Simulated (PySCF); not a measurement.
**`CC(=O)c1ccc(F)cc1`, C$_{8}$H$_{7}$FO**

Geometry:
| atom | x (Å) | y (Å) | z (Å) |
| --- | --- | --- | --- |
| C1 | 2.647 | -0.674 | -0.151 |
| C2 | 1.764 | 0.459 | 0.311 |
| O3 | 2.236 | 1.450 | 0.825 |
| C4 | 0.286 | 0.333 | 0.122 |
| C5 | -0.523 | 1.394 | 0.554 |
| C6 | -1.902 | 1.345 | 0.410 |
| C7 | -2.472 | 0.218 | -0.176 |
| F8 | -3.791 | 0.163 | -0.318 |
| C9 | -1.699 | -0.851 | -0.616 |
| C10 | -0.318 | -0.787 | -0.464 |
| H11 | 2.527 | -0.850 | -1.231 |
| H12 | 2.387 | -1.611 | 0.365 |
| H13 | 3.691 | -0.417 | 0.064 |
| H14 | -0.031 | 2.257 | 1.008 |
| H15 | -2.547 | 2.161 | 0.741 |
| H16 | -2.190 | -1.714 | -1.069 |
| H17 | 0.289 | -1.626 | -0.809 |

Level of theory: PySCF 2.14.0, TDDFT CAM-B3LYP/aug-cc-pVDZ excited states, vertical, gas phase. Geometry: PBE0-D3(BJ)/def2-SVP.

Singlets 4 and 5 lie within 0.01 eV of each other, so their separate moments and overlaps can depend on how they mix.

**Question.** Give the one- and two-photon strengths of the lowest singlets.

**Answer.** δ for parallel linear polarisation; σ at the peak of a Lorentzian of half width 0.1 eV, single beam; Ω is circular over linear.
| state | E (eV) | f | photon λ (nm) | δ (au) | σ (GM) | Ω | main |
| --- | --- | --- | --- | --- | --- | --- | --- |
| S1 | 4.03 | 0.000 | 615 | <0.1 | 0.00 | – | HOMO−1→LUMO 0.88 |
| S2 | 5.13 | 0.004 | 483 | 11.4 | 0.11 | 1.41 | HOMO−2→LUMO 0.55, HOMO→LUMO+2 0.39 |
| S3 | 5.35 | 0.238 | 464 | 314 | 3.28 | 0.76 | HOMO→LUMO 0.89 |
| S4 | 6.36 | 0.000 | 390 | 0.12 | 0.00 | 1.50 | HOMO−1→LUMO+2 0.98 |
| S5 | 6.36 | 0.249 | 390 | 4.86 | 0.07 | 1.35 | HOMO→LUMO+2 0.52, HOMO−2→LUMO 0.42 |
| S6 | 6.62 | 0.001 | 375 | 2.96 | 0.05 | 1.50 | HOMO→LUMO+1 0.83 |
